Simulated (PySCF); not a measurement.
Isomers of C6H11FO2Si, mass 162.051 u with the commonest isotopes. Level of theory: PBE0/pcSseg-1 in PySCF (dipole) on a GFN2-xTB geometry, gas phase. One conformer each, none proved a minimum here; rigid rotors.

Question: Order these by out-of-plane moment Σ m c² = (Ia + Ib − Ic)/2, largest first.
A. `[CH3:1][C@@H:2]([F:3])[C@H:4]1[CH2:5][CH2:6][Si@H:7]1[C:8](=[O:9])[OH:10]` with C1–C2–C4–C5 75°, C6–Si7–C8–O9 40°, Si7–C8–O10–H -178°, C2–C4–C5–C6 130°, C4–C5–C6–Si7 -9°, C5–C6–Si7–C8 -100°, C2–C4–Si7–C6 -127°
B. `[CH2:1]=[CH:2][C:3](=[O:4])[Si@@H:5]([F:6])[O:7][CH:8]([CH3:9])[CH3:10]` with C1–C2–C3–O4 -4°, C2–C3–Si5–F6 -97°, C3–Si5–O7–C8 -179°, Si5–O7–C8–C9 155°
C. `[CH3:1][CH2:2]/[C:3](=[CH:4]/[SiH2:5][CH2:6][F:7])[C:8](=[O:9])[OH:10]` with C1–C2–C3–C4 3°, C3–C4–Si5–C6 180°, C4–Si5–C6–F7 -55°, C2–C3–C8–O9 180°, C3–C8–O10–H 180°
D. `[CH2:1]=[C:2]([O:3][SiH2:4][C@H:5]([CH3:6])[F:7])[C:8]([CH3:9])=[O:10]` with C1–C2–O3–Si4 -179°, C2–O3–Si4–C5 180°, O3–Si4–C5–C6 -64°, C1–C2–C8–C9 -1°
E. `[CH3:1][CH2:2][Si@@H:3]1[O:4][C@H:5]([O:6][CH3:7])[CH:8]=[C:9]1[F:10]` with C1–C2–Si3–O4 -178°, O4–C5–O6–C7 64°
F. `[CH3:1][CH:2]([CH3:3])[O:4][SiH2:5]/[C:6]([F:7])=[CH:8]/[CH:9]=[O:10]` with C1–C2–O4–Si5 -35°, C2–O4–Si5–C6 -177°, O4–Si5–C6–F7 -179°, C6–C8–C9–O10 180°

Answer: A (81.95 u·Å²), E (57.28 u·Å²), B (44.73 u·Å²), D (23.67 u·Å²), C (18.85 u·Å²), F (13.35 u·Å²).

Question: Order these by rotational constant C, smallest first.
A. `[CH2:1]=[CH:2][C:3](=[O:4])[Si@@H:5]([F:6])[O:7][CH:8]([CH3:9])[CH3:10]` with C1–C2–C3–O4 -4°, C2–C3–Si5–F6 -97°, C3–Si5–O7–C8 -179°, Si5–O7–C8–C9 155°
B. `[CH2:1]=[C:2]([O:3][SiH2:4][C@H:5]([CH3:6])[F:7])[C:8]([CH3:9])=[O:10]` with C1–C2–O3–Si4 -179°, C2–O3–Si4–C5 180°, O3–Si4–C5–C6 -64°, C1–C2–C8–C9 -1°
C. `[CH3:1][CH:2]([CH3:3])[O:4][SiH2:5]/[C:6]([F:7])=[CH:8]/[CH:9]=[O:10]` with C1–C2–O4–Si5 -35°, C2–O4–Si5–C6 -177°, O4–Si5–C6–F7 -179°, C6–C8–C9–O10 180°
D. `[CH3:1][CH2:2][Si@@H:3]1[O:4][C@H:5]([O:6][CH3:7])[CH:8]=[C:9]1[F:10]` with C1–C2–Si3–O4 -178°, O4–C5–O6–C7 64°
E. `[CH3:1][C@@H:2]([F:3])[C@H:4]1[CH2:5][CH2:6][Si@H:7]1[C:8](=[O:9])[OH:10]` with C1–C2–C4–C5 75°, C6–Si7–C8–O9 40°, Si7–C8–O10–H -178°, C2–C4–C5–C6 130°, C4–C5–C6–Si7 -9°, C5–C6–Si7–C8 -100°, C2–C4–Si7–C6 -127°

Answer: C (422.8 MHz), B (497.1 MHz), A (538.9 MHz), D (603.5 MHz), E (679.7 MHz).

Question: Order these by rotational constant A, smallest first.
A. `[CH3:1][CH2:2][Si@@H:3]1[O:4][C@H:5]([O:6][CH3:7])[CH:8]=[C:9]1[F:10]` with C1–C2–Si3–O4 -178°, O4–C5–O6–C7 64°
B. `[CH3:1][C@@H:2]([F:3])[C@H:4]1[CH2:5][CH2:6][Si@H:7]1[C:8](=[O:9])[OH:10]` with C1–C2–C4–C5 75°, C6–Si7–C8–O9 40°, Si7–C8–O10–H -178°, C2–C4–C5–C6 130°, C4–C5–C6–Si7 -9°, C5–C6–Si7–C8 -100°, C2–C4–Si7–C6 -127°
C. `[CH2:1]=[CH:2][C:3](=[O:4])[Si@@H:5]([F:6])[O:7][CH:8]([CH3:9])[CH3:10]` with C1–C2–C3–O4 -4°, C2–C3–Si5–F6 -97°, C3–Si5–O7–C8 -179°, Si5–O7–C8–C9 155°
D. `[CH2:1]=[C:2]([O:3][SiH2:4][C@H:5]([CH3:6])[F:7])[C:8]([CH3:9])=[O:10]` with C1–C2–O3–Si4 -179°, C2–O3–Si4–C5 180°, O3–Si4–C5–C6 -64°, C1–C2–C8–C9 -1°
E. `[CH3:1][CH2:2]/[C:3](=[CH:4]/[SiH2:5][CH2:6][F:7])[C:8](=[O:9])[OH:10]` with C1–C2–C3–C4 3°, C3–C4–Si5–C6 180°, C4–Si5–C6–F7 -55°, C2–C3–C8–O9 180°, C3–C8–O10–H 180°

Answer: B (1461 MHz), E (1522 MHz), A (1617 MHz), C (1791 MHz), D (2564 MHz).

```tsv
SMILES	point group	Ia (u·Å²)	Ib (u·Å²)	Ic (u·Å²)	κ	μa (D)	μb (D)	μc (D)
CC[Si@@H]1O[C@H](OC)C=C1F	C1	312.47	639.44	837.35	-0.63	0.35	1.38	0.40
C=CC(=O)[Si@@H](F)OC(C)C	C1	282.16	745.14	937.84	-0.78	2.76	2.81	0.38
C=C(O[SiH2][C@H](C)F)C(C)=O	C1	197.09	866.85	1016.62	-0.92	4.92	2.48	0.04
C[C@@H](F)[C@H]1CC[Si@H]1C(=O)O	C1	345.88	561.60	743.57	-0.44	0.13	1.65	0.33
CC/C(=C/[SiH2]CF)C(=O)O	C1	331.98	727.14	1021.44	-0.61	3.24	0.11	1.00
CC(C)O[SiH2]/C(F)=C/C=O	C1	279.90	942.18	1195.38	-0.84	4.93	1.70	0.15
```
